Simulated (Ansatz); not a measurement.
Reaction (SMILES): [GaH] (GaH) (closed-shell singlet) → Ga atom + H atom
B3LYP-D3(BJ)/def2-TZVP geometries, fixed; electronic energies without zero-point terms.

Basis-set convergence of the atomisation energy at CCSD(T) with Ansatz (a quantum-chemistry and plane-wave program). All functions are spherical. Cores are frozen (with 3d on Ga to Br). Open shells are unrestricted. No added dispersion term, no relativity. Functions are those of the species that has most. Reference: Hartree-Fock in aug-cc-pV5Z plus the correlation part extrapolated as X^-3 from aug-cc-pVQZ and aug-cc-pV5Z, 68.75 kcal/mol, itself unsure by roughly 0.06 kcal/mol (a third of the extrapolation step and of the last Hartree-Fock step). Deviations are taken from unrounded values.

```
basis        functions  atomisation energy (kcal/mol)
-----------  ---------  -----------------------------
cc-pVDZ             32                          64.22
aug-cc-pVDZ         45                          65.44
pcseg-1             32                          63.28
aug-pcseg-1         45                          64.10
def2-SVP            37                          64.65
def2-SVPD           46                          66.03
def2-TZVP           54                          65.78
def2-TZVPD          63                          66.62
cc-pVTZ             57                          67.53
aug-cc-pVTZ         82                          67.97
pcseg-2             57                          67.08
aug-pcseg-2         82                          67.61
def2-TZVPP          62                          67.74
def2-TZVPPD         71                          68.13
cc-pVQZ             98                          68.31
aug-cc-pVQZ        139                          68.46
pcseg-3            101                          68.36
aug-pcseg-3        142                          68.43
def2-QZVPP         119                          68.42
def2-QZVPPD        128                          68.45
cc-pV5Z            159                          68.56
aug-cc-pV5Z        220                          68.63
```

What the diffuse functions change, pair by pair:
- cc-pVDZ to aug-cc-pVDZ: 13 more functions, deviation -4.54 to -3.31 kcal/mol
- pcseg-1 to aug-pcseg-1: 13 more functions, deviation -5.48 to -4.66 kcal/mol
- def2-SVP to def2-SVPD: 9 more functions, deviation -4.11 to -2.72 kcal/mol
- def2-TZVP to def2-TZVPD: 9 more functions, deviation -2.97 to -2.14 kcal/mol
- cc-pVTZ to aug-cc-pVTZ: 25 more functions, deviation -1.22 to -0.78 kcal/mol
- pcseg-2 to aug-pcseg-2: 25 more functions, deviation -1.67 to -1.15 kcal/mol
- def2-TZVPP to def2-TZVPPD: 9 more functions, deviation -1.02 to -0.63 kcal/mol
- cc-pVQZ to aug-cc-pVQZ: 41 more functions, deviation -0.44 to -0.29 kcal/mol
- pcseg-3 to aug-pcseg-3: 41 more functions, deviation -0.39 to -0.33 kcal/mol
- def2-QZVPP to def2-QZVPPD: 9 more functions, deviation -0.33 to -0.31 kcal/mol
- cc-pV5Z to aug-cc-pV5Z: 61 more functions, deviation -0.19 to -0.13 kcal/mol

Leaving out the reference's own pair, they bring the value nearer the reference by more than 0.06 kcal/mol in 9 of 10 pairs.
